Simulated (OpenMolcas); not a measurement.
Pr4+: moving or changing the point charges

Pr4+ among 8 point charges of -2 e arranged as a square antiprism (D4d), 2.74 Å from the ion, with a polar angle of 61.9° against the regular 57.3°.
```
   2.2327    0.9248    1.2912  -2.00
  -0.9248    2.2327    1.2912  -2.00
  -2.2327   -0.9248    1.2912  -2.00
   0.9248   -2.2327    1.2912  -2.00
   2.2327   -0.9248   -1.2912  -2.00
   0.9248    2.2327   -1.2912  -2.00
  -2.2327    0.9248   -1.2912  -2.00
  -0.9248   -2.2327   -1.2912  -2.00
```

```
Program             : OpenMolcas
Method              : CASSCF
Basis               : ANO-RCC-VTZP [8s7p5d3f2g1h]
Scalar Hamiltonian  : DKH2, point nucleus
Active space        : 1 electron in 7 orbitals (4f)
State averaging     : 2S+1 = 2 odd, 7 roots
Spin-orbit coupling : RASSI with atomic mean-field integrals over the reference wave functions
```

Runs around this geometry, states. Energies in cm-1 above the lowest state or level, χT in cm3 K/mol.

```tsv
R (Å)	q (e)	Ground state	First state of that spin	First gap with spin-orbit (degeneracies)	Width of lowest J	χT at 300 K
2.74	-1	2S+1 = 2	91.3	254.9 (2, 2)	628	0.757
2.74	-2	2S+1 = 2	176.0	494.2 (2, 2)	1246	0.680
2.94	-2	2S+1 = 2	145.5	396.0 (2, 2)	1010	0.710
3.24	-2	2S+1 = 2	108.8	292.6 (2, 2)	758	0.743
```

Taking the width of the lowest J multiplet as R^-n, n = -ln(758 / 1246) / ln(3.24 / 2.74) = 3.0 between the shortest and longest distance.

Scaling the charges by -1 / -2 = 0.50 scales the width of the lowest J multiplet by 628 / 1246 = 0.50; with fixed orbitals a first-order splitting would follow the charge.

This is an electrostatic model: the charges have no orbitals. An unlabelled pair can be two single states that coincide in this model. No measured value stands beside these numbers.

A state without a sure symmetry label is named by its multiplicity alone.
